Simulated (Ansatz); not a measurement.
Reaction (ligand exchange at the Si–S bond): `CS[SiH3]` + `[OH][Cd][O][SiH3]` → `[SiH3][O][Cd][O][SiH3]` + CH₃SH

Gas-phase electronic energies from Ansatz, PBE0-D4/def2-TZVP geometries. CBS: MP2 limit from def2 TZ/QZ plus the TZ coupled-cluster correction, frozen cores. This one scheme is used for every species. Functionals use def2-TZVPP. def2 core potentials past Kr. For Cd outer-core shells are correlated without core-valence functions, which leaves a few kJ/mol of doubt a bond. One conformer a species, not always the lowest.

`CS[SiH3]`:

```xyz
9

C     1.369   -0.667    0.054
S    -0.182   -1.014   -0.826
Si   -1.352    0.602   -0.096
H     1.773    0.304   -0.230
H     2.076   -1.443   -0.237
H     1.225   -0.709    1.134
H    -2.687    0.472   -0.731
H    -0.740    1.911   -0.453
H    -1.482    0.544    1.385
```

`[OH][Cd][O][SiH3]`:

Cartesian coordinates in Å:
```
O 0.884 3.289 0.613
Cd 0.168 1.568 0.031
O -0.566 -0.072 -0.732
Si -0.367 -1.657 -0.438
H 0.798 3.419 1.560
H 1.043 -2.097 -0.665
H -0.708 -2.011 0.973
H -1.253 -2.438 -1.342
```

`[SiH3][O][Cd][O][SiH3]`:

Cartesian coordinates in Å:
```
Si -1.479 2.740 -0.517
O -1.015 1.397 -1.310
Cd -0.239 -0.305 -0.773
O 0.483 -2.074 -0.406
Si 1.531 -2.674 0.684
H -0.350 3.357 0.240
H -2.562 2.456 0.471
H -1.985 3.731 -1.504
H 1.075 -2.431 2.085
H 2.884 -2.056 0.553
H 1.657 -4.141 0.476
```

CH₃SH:

```xyz
6

C    -0.489   -0.040   -0.032
S     1.063    0.757    0.437
H    -0.572   -0.148   -1.113
H    -1.285    0.619    0.313
H    -0.604   -1.008    0.454
H     1.886   -0.179   -0.059
```

```tsv
level	ΔE (kJ/mol)
r2SCAN-D4	-44.1
ωB97M-V	-50.4
CCSD(T)/def2-SVP	-60.8
CCSD/CBS(def2)	-52.8
```

Problem. What does CCSD(T)/CBS give? (Estimate.)

Solution. Computed: -48.8 kJ/mol. The listed levels differ from it by 4.7, -1.6, -12.0, -4.0 kJ/mol.

Largest T1 diagnostic among the species: 0.016.

In def2-TZVPP, CCSD(T) changes the Hartree–Fock value by +22.2 kJ/mol (the triples alone add +4.0 kJ/mol) and MP2 by +25.1 kJ/mol. At CCSD(T), def2-SVP lies −11.9 kJ/mol from the extrapolated value and def2-TZVPP −6.4 kJ/mol. From BLYP to BHLYP (50 % exact exchange), in def2-TZVPP and without D4, ΔE moves by −16.0 kJ/mol.
